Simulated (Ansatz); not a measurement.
Reaction (cleavage of the Al–B bond): `N[B](N)[AlH2]` + `C=C[SiH2]S` → `C=C[SiH2][S][AlH2]` + `NBN`

Computed with Ansatz on PBE0-D4/def2-TZVP structures; ΔE is electronic, products minus reactants. CCSD(T)/CBS adds triple-zeta CCSD(T) − MP2 to the extrapolated MP2 energy (def2 sets, frozen cores). Functionals use def2-TZVPP. Each species was taken in one conformer, which may not be the lowest.

`N[B](N)[AlH2]`:

Z-matrix (Å, degrees):
```
N
B 1 1.414
H 1 1.008 2 124.2
H 1 1.003 2 122.6 3 -180.0
N 2 1.414 1 120.4 3 0.0
Al 2 2.140 1 119.8 3 180.0
H 5 1.003 2 122.7 1 -180.0
H 5 1.008 2 124.2 1 0.0
H 6 1.600 2 122.0 1 -0.2
H 6 1.600 2 122.1 1 179.8
```

`C=C[SiH2]S`:

Z-matrix (Å, degrees):
```
Si
C 1 1.854
S 1 2.141 2 112.0
H 1 1.487 2 107.7 3 -123.2
H 1 1.485 2 112.2 3 115.4
C 2 1.331 1 122.0 3 120.2
H 2 1.088 1 119.2 3 -58.7
H 3 1.344 1 94.5 2 -57.1
H 6 1.087 2 121.6 1 0.6
H 6 1.086 2 122.3 1 -179.5
```

`C=C[SiH2][S][AlH2]`:

```xyz
12

C    -0.055    0.976   -1.655
C    -0.250   -0.326   -1.474
Si   -0.894   -1.093    0.093
S    -1.091    0.358    1.651
Al    1.026    0.570    2.137
H     0.319    1.379   -2.592
H    -0.274    1.697   -0.872
H    -0.024   -1.001   -2.300
H    -2.247   -1.665   -0.131
H     0.012   -2.196    0.510
H     1.397    1.667    3.211
H     2.080   -0.366    1.422
```

`NBN`:

Z-matrix (Å, degrees):
```
N
B 1 1.409
H 1 1.002 2 121.9
H 1 1.005 2 124.5 3 -180.0
N 2 1.409 1 122.9 3 180.0
H 2 1.200 1 118.5 3 -0.0
H 5 1.003 2 121.9 1 -180.0
H 5 1.005 2 124.5 1 -0.0
```

```json
{"level": "PBE", "ΔE (kJ/mol)": "-149.0"}
{"level": "r2SCAN", "ΔE (kJ/mol)": "-164.4"}
{"level": "CCSD/def2-TZVPP", "ΔE (kJ/mol)": "-160.5"}
{"level": "MP2/def2-QZVPP", "ΔE (kJ/mol)": "-174.0"}
```

Problem. What does CCSD(T)/CBS give? (Best estimate.)

Solution. The calculation gave: -164.8 kJ/mol. The listed levels differ from it by 15.8, 0.4, 4.3, -9.2 kJ/mol.

Largest T1 diagnostic among the species: 0.012.

The D4 term adds −6.7 kJ/mol with B3LYP and −3.7 kJ/mol with PBE0; it sums over pairs of atoms, weighted by their polarisabilities, and B3LYP, whose exchange is more repulsive, gets the larger term. From PBE to PBE0 (25 % exact exchange), in def2-TZVPP and without D4, ΔE moves by −6.8 kJ/mol.

B3LYP here is the variant with VWN-RPA as its local correlation; programs differ in this.
